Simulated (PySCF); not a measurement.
Species: allyl methyl sulfone, C₄H₈O₂S.
Bonds: C1–C2 (double), C2–C3, C3–S4, S4–C5, S4–O6 (double), S4–O7 (double). Hydrogens: H8, H9 on C1; H10 on C2; H11, H12 on C3; H13, H14, H15 on C5.

Structure optimised with GFN2-xTB, isolated species.

Task: What internal coordinates does the optimisation give?

Result: 
```tsv
bond	length (Å)	order
C1=C2	1.322	double
C2–C3	1.478	single
C3–S4	1.834	single
S4–C5	1.815	single
S4=O6, S4=O7	1.436	double
C1–H8	1.078	single
C1–H9	1.076	single
C2–H10	1.081	single
C3–H11, C3–H12	1.087	single
C5–H13, C5–H14, C5–H15	1.082	single
```

Bonds in one row agree within 0.01 Å and their mean is given. Orders are formal, as drawn. A selection of angles:
```tsv
angle	degrees
C2–C1–H8	121.8
C2–C1–H9	121.8
H8–C1–H9	116.3
C1–C2–C3	124.6
C1–C2–H10	120.9
C3–C2–H10	114.5
C2–C3–S4	108.4
C2–C3–H11	112.5
S4–C3–H11	104.7
H11–C3–H12	110.3
C3–S4–C5	103.9
C3–S4–O6	108.2
C3–S4–O7	108.9
C5–S4–O6	108.5
C5–S4–O7	108.6
O6–S4–O7	117.9
S4–C5–H13	108.0
H13–C5–H14	111.9
```

Dihedral angles: C1–C2–C3–S4 -114° (anticlinal); C2–C3–S4–C5 65° (synclinal). The mirror-image conformer, all signs reversed, is as good.

Of the pairs four or more bonds apart, C2···H13 is among the closest relative to their van der Waals radii: 2.81 Å, 97 % of the sum of Bondi's values. The C–C distances run from 1.322 Å (C1=C2, drawn double) to 1.478 Å (C2–C3, drawn single), a spread of 0.156 Å. S4 (sulfonyl sulfur) is distorted tetrahedral (angles from 103.9° to 117.9°).

Point group: C1 (no symmetry element, even within 0.4 Å). No frequency check. One conformer, not necessarily the lowest.

The numbers are calculated, not measured.
